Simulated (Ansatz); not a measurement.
```yaml
crystal:
  periodic: [false, false, false]
  atoms:
    - {symbol: Cl, position_ang: [-3.710802, -6.219686, 0.877754]}
    - {symbol: B, position_ang: [-1.702851, -2.091859, 0.608173]}
    - {symbol: B, position_ang: [1.514037, -2.006496, -0.044242]}
    - {symbol: C, position_ang: [1.960205, 1.131530, -1.915461]}
    - {symbol: Al, position_ang: [-2.332682, 1.700706, 0.707412]}
    - {symbol: H, position_ang: [4.200825, -2.345844, 2.272416]}
    - {symbol: H, position_ang: [3.970372, 2.437093, -2.323070]}
    - {symbol: H, position_ang: [0.244229, 1.468145, -2.904120]}
    - {symbol: H, position_ang: [-2.699952, 5.014028, 1.734419]}
basis:
  gaussian: {orbitals: def2-SVPD, point_charges: [{charge: -1.00, position_ang: [6.450, 0.664, -0.769]}]}
hamiltonian: {xc: {name: BLYP}, dispersion: d4}
output: {forces: true}
```

```sh
$ ansatz run in.yaml --threads 2 --pin off --events-out ev --progress --plain --max-ram 4352MiB
```

Output, abridged:

```
Functional definition: BLYP
1248 factors; their error is unknown
mean field evaluation 1: about -21517.8785 eV, gradient 4.1e1 eV
mean field evaluation 2: about -21024.2459 eV, gradient 2.1e2 eV
mean field evaluation 4: about -21103.0876 eV, gradient 2.0e2 eV
mean field evaluation 8: about -21535.5977 eV, gradient 9.1e0 eV
mean field evaluation 16: about -21535.6711 eV, gradient 8.8e0 eV
mean field evaluation 32: about -21536.0218 eV, gradient 2.4e-5 eV
mean field -21536.02184368 eV, -791.4342051155 hartree, gradient 5.7e-7 eV, S^2 0.000000; 10 other end points of the search recorded, 0 dependent functions left out
reference -21536.02251247 eV, -791.4342296930 hartree; 25, 25 occupied and 118, 118 virtual orbitals, 1248 factors
Total energy: -21536.30121432 eV, -791.4444717970 hartree
Atom 0 at    -3.710802    -6.219686     0.877754 Å, force     0.094693     0.235019    -0.016758 eV/Å
Atom 1 at    -1.702851    -2.091859     0.608173 Å, force     0.502823     0.182261    -0.158334 eV/Å
Atom 2 at     1.514037    -2.006496    -0.044242 Å, force    -0.183726     0.206979     0.363617 eV/Å
Atom 3 at     1.960205     1.131530    -1.915461 Å, force    -0.798880     0.826424    -1.137687 eV/Å
Atom 4 at    -2.332682     1.700706     0.707412 Å, force     0.075002     0.446615     0.192998 eV/Å
Atom 5 at     4.200825    -2.345844     2.272416 Å, force    -0.360852     0.032571    -0.340219 eV/Å
Atom 6 at     3.970372     2.437093    -2.323070 Å, force    -1.566885    -0.968746     0.228713 eV/Å
Atom 7 at     0.244229     1.468145    -2.904120 Å, force     2.370029    -0.217084     1.205200 eV/Å
Atom 8 at    -2.699952     5.014028     1.734419 Å, force     0.063592    -0.819696    -0.260126 eV/Å
Dipole moment:     2.018466     2.259074    -0.635234 e Å
```

(1) What is wrong with this run?

Answers

(1) The geometry is stretched to more than twice its size. The run converged. The result belongs to that input, not to the molecule as meant.
